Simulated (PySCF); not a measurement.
Fine-structure interval of Eu³²⁺ by level of theory

Eu³²⁺ [Ar] 3d10 4s2 4p1 [4p1/2^1, M_J = 1/2] → Eu³²⁺ [Ar] 3d10 4s2 4p1 [4p3/2^1, M_J = 3/2], as a difference of total energies. Calculation: PySCF 2.14, in an uncontracted even-tempered set (17 s from 3.1 bohr⁻², ratio 2.8; 13 p from 4.1 bohr⁻², ratio 2.8; 8 d from 7.2 bohr⁻², ratio 2.8; 4 f from 18 bohr⁻², ratio 3); the two-component X2C-1e Hamiltonian. Correlated levels: [Ne] frozen; the 74 highest virtual spinors dropped. "Screened" scales the spin-orbit matrix elements by Boettger's factors to mimic the two-electron term; Breit and QED terms are absent.

| method | fine-structure interval (cm⁻¹) |
| --- | --- |
| GHF (screened spin-orbit) | 336590 |
| GMP2 (screened spin-orbit) | 334610 |
| GHF (bare spin-orbit) | 348410 |
